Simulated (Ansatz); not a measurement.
CH₉NO₂Si₂ (`C[SiH2]N[SiH](O)O`), relaxed with RKS PBE0-D4/def2-TZVP in Ansatz 0.2.0 from a GFN2-xTB geometry. The force threshold is 0.005 eV/Å; the program also tests the step.

The species carries charge 0 and has multiplicity 1.

Start:

```xyz
15

C     1.130    2.238   -1.011
Si    0.983    0.369   -0.749
N    -0.189    0.098    0.485
Si   -0.805   -1.423    1.025
O    -1.543   -2.232   -0.180
O    -1.929   -1.082    2.140
H     1.500    2.740   -0.121
H     1.822    2.454   -1.818
H     0.173    2.684   -1.268
H     0.505   -0.302   -1.970
H     2.293   -0.206   -0.399
H    -0.365    0.859    1.118
H     0.243   -2.259    1.601
H    -1.107   -2.310   -1.022
H    -2.710   -1.628    2.170
```

```json
{"step": "1", "energy (eV)": "-22517.1886", "largest force (eV/Å)": "0.901", "largest move (Å)": "0.000"}
{"step": "2", "energy (eV)": "-22517.2314", "largest force (eV/Å)": "0.340", "largest move (Å)": "0.041"}
{"step": "3", "energy (eV)": "-22517.2414", "largest force (eV/Å)": "0.147", "largest move (Å)": "0.041"}
{"step": "4", "energy (eV)": "-22517.2593", "largest force (eV/Å)": "0.168", "largest move (Å)": "0.200"}
{"step": "5 (rejected)", "energy (eV)": "-22517.2565", "largest force (eV/Å)": "0.680", "largest move (Å)": "0.193"}
{"step": "6", "energy (eV)": "-22517.2710", "largest force (eV/Å)": "0.082", "largest move (Å)": "0.096"}
{"step": "7", "energy (eV)": "-22517.2793", "largest force (eV/Å)": "0.105", "largest move (Å)": "0.097"}
{"step": "8", "energy (eV)": "-22517.2883", "largest force (eV/Å)": "0.197", "largest move (Å)": "0.143"}
{"step": "9", "energy (eV)": "-22517.2945", "largest force (eV/Å)": "0.247", "largest move (Å)": "0.104"}
{"step": "10", "energy (eV)": "-22517.3009", "largest force (eV/Å)": "0.262", "largest move (Å)": "0.117"}
{"step": "11", "energy (eV)": "-22517.3099", "largest force (eV/Å)": "0.229", "largest move (Å)": "0.089"}
{"step": "13", "energy (eV)": "-22517.3257", "largest force (eV/Å)": "0.152", "largest move (Å)": "0.167"}
{"step": "15", "energy (eV)": "-22517.3319", "largest force (eV/Å)": "0.121", "largest move (Å)": "0.110"}
{"step": "17", "energy (eV)": "-22517.3361", "largest force (eV/Å)": "0.157", "largest move (Å)": "0.060"}
{"step": "19", "energy (eV)": "-22517.3391", "largest force (eV/Å)": "0.218", "largest move (Å)": "0.141"}
{"step": "21", "energy (eV)": "-22517.3409", "largest force (eV/Å)": "0.032", "largest move (Å)": "0.033"}
{"step": "23 (rejected)", "energy (eV)": "-22517.3397", "largest force (eV/Å)": "0.295", "largest move (Å)": "0.190"}
{"step": "25", "energy (eV)": "-22517.3428", "largest force (eV/Å)": "0.078", "largest move (Å)": "0.068"}
{"step": "27", "energy (eV)": "-22517.3435", "largest force (eV/Å)": "0.033", "largest move (Å)": "0.038"}
{"step": "29", "energy (eV)": "-22517.3439", "largest force (eV/Å)": "0.065", "largest move (Å)": "0.076"}
{"step": "31", "energy (eV)": "-22517.3441", "largest force (eV/Å)": "0.008", "largest move (Å)": "0.010"}
{"step": "33", "energy (eV)": "-22517.3441", "largest force (eV/Å)": "0.003", "largest move (Å)": "0.012"}
```

End:

```xyz
15

C     1.115    1.948   -1.381
Si    1.329    0.576   -0.134
N    -0.174    0.123    0.597
Si   -0.931   -1.404    0.676
O    -2.481   -1.411    0.120
O    -1.076   -1.865    2.240
H     0.690    2.840   -0.914
H     2.079    2.226   -1.814
H     0.450    1.641   -2.193
H     1.866   -0.644   -0.791
H     2.300    1.033    0.900
H    -0.617    0.841    1.157
H    -0.091   -2.331   -0.117
H    -2.621   -1.166   -0.796
H    -1.838   -2.407    2.449
```

Hardware: 2 threads of an AMD EPYC 7R13 on a shared host and a share of an NVIDIA H100 80 GB. Wall time 74 s, peak host memory 0.9 GiB.
